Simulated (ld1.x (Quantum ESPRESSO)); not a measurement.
## What the settings do to the TM semilocal potential of V

Base potential:

V (Z = 23), norm-conserving Troullier–Martins (semilocal form), made with ld1.x (Quantum ESPRESSO) 7.5 (revPBE, scalar-relativistic). Core [Ne], reference 3s2 3p6 3d3 4s1 4p0 (charge +1). Waves: 3s (bound): rc 1.20 bohr; 3p (bound): rc 1.10 bohr; 3d (bound): rc 1.70 bohr; 4f channel at -0.2 Ry: rc 1.50 bohr. Local part: the f channel. Core correction: none.

Occupied shells without a wave of their own: 4s. They enter only through the test configuration that unscreens the potential.

Cutoffs, loose and tight: the cutoffs (Ry, on a coarse ladder) from which the occupation-weighted sum of valence levels, in a spherical-Bessel basis at the reference potential, stays within 10 and 1 mRy of its value at 400 Ry. They do not see the model core or the augmentation charge, which bear on the density cutoff. Test errors are all-electron minus pseudo excitation energies from the reference, over the configurations 3s2 3p6 3d3 4s2 4p0; 3s2 3p6 3d3 4s0 4p0; 3s2 3p6 3d2 4s0 4p0; 3s2 3p6 3d3.5 4s1.5 4p0; 3s2 3p6 3d2 4s2 4p0; 3s2 3p6 3d4 4s0 4p0; 3s1 3p6 3d3 4s2 4p0. A dash means not determined; rows that change the core or the reference have their own tests.

A semilocal file is local in each channel, so a ghost entry of none says nothing of the separable form that plane-wave codes build from it.

| change | outcome | cutoff, loose | cutoff, tight | bound ghosts | largest test error (meV) |
| --- | --- | --- | --- | --- | --- |
| base | generated, misses its reference levels by 0.23 eV | 100 Ry | 160 Ry | none | -475 |
| wave 3p (bound): rc 1.10 bohr becomes 3p (bound): rc 0.74 bohr | generated, misses its reference levels by 0.23 eV | 230 Ry | over 300 Ry | none | -475 |
| wave 3p (bound): rc 1.10 bohr becomes 3p (bound): rc 0.80 bohr | generated, misses its reference levels by 0.23 eV | 160 Ry | 300 Ry | none | -475 |
| wave 3p (bound): rc 1.10 bohr becomes 3p (bound): rc 0.94 bohr | generated, misses its reference levels by 0.23 eV | 100 Ry | 180 Ry | none | -476 |
| wave 3p (bound): rc 1.10 bohr becomes 3p (bound): rc 1.08 bohr | generated, misses its reference levels by 0.23 eV | 100 Ry | 160 Ry | none | -475 |
| wave 3p (bound): rc 1.10 bohr becomes 3p (bound): rc 1.22 bohr | generated, misses its reference levels by 0.23 eV | 90 Ry | 140 Ry | none | -474 |
| wave 3p (bound): rc 1.10 bohr becomes 3p (bound): rc 1.32 bohr | generated, misses its reference levels by 0.23 eV | 90 Ry | 140 Ry | none | -473 |
| wave 3p (bound): rc 1.10 bohr becomes 3p (bound): rc 1.42 bohr | generated, misses its reference levels by 0.23 eV | 90 Ry | 140 Ry | none | -473 |
| wave 3p (bound): rc 1.10 bohr becomes 3p (bound): rc 1.52 bohr | generated, misses its reference levels by 0.23 eV | 90 Ry | 140 Ry | none | -472 |
| wave 3p (bound): rc 1.10 bohr becomes 3p (bound): rc 1.62 bohr | generated, misses its reference levels by 0.23 eV | 90 Ry | 140 Ry | none | -474 |

Reading the sweep of the p radius (base included, trends over the rows without a ghost): The loose cutoff falls from 230 Ry at 0.74 to 90 Ry at 1.62 bohr. A larger radius leaves more room for a smooth pseudo-wave, so fewer plane waves are needed; a smaller one forces it to follow the all-electron wave where it bends sharply. The median size of the test errors (rows with all tests solved) stays near 239.5 meV.
